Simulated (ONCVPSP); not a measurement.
# Reading a pseudo-wave (hydrogen (H))

Columns: radius, all-electron u(r) and pseudo u(r) of the 1s shell (level -6.55 eV) of hydrogen in the configuration 1s1; PW91, scalar-relativistic, ONCV scheme, ONCVPSP 4.0.1.

```csv
r (bohr),all-electron,pseudo
0.060,0.1087,0.0836
0.120,0.2045,0.1652
0.180,0.2885,0.2431
0.240,0.3618,0.3165
0.300,0.4253,0.3850
0.360,0.4801,0.4487
0.420,0.5269,0.5073
0.480,0.5667,0.5600
0.540,0.6001,0.6059
0.600,0.6277,0.6435
0.660,0.6502,0.6720
0.720,0.6681,0.6914
0.780,0.6819,0.7028
0.840,0.6921,0.7079
0.900,0.6989,0.7091
0.960,0.7029,0.7082
1.020,0.7044,0.7064
1.080,0.7035,0.7040
1.140,0.7006,0.7007
1.200,0.6960,0.6960
1.260,0.6898,0.6898
1.320,0.6823,0.6823
1.380,0.6736,0.6736
1.440,0.6639,0.6639
1.500,0.6533,0.6533
1.560,0.6419,0.6419
```

(1) How many radial nodes do the two functions have?

(2) At about which radius was the pseudo-wave matched?

(3) Where does each function peak?

(4) Is the pseudo-wave norm-conserving?

Results:

(1) The all-electron 1s function has n − l − 1 = 0; the pseudo-wave has 0.

(2) 1.20 bohr. The columns agree to 0.0005 from 1.08 bohr on; several derivatives are matched, so the curves merge somewhat inside the radius.

(3) Outermost all-electron maximum near 1.02 bohr, pseudo maximum near 0.90 bohr (to the table’s step).

(4) Yes: the ONCV scheme keeps the norm inside the radius equal to the all-electron one, which fixes the energy derivative of the logarithmic derivative at the level.
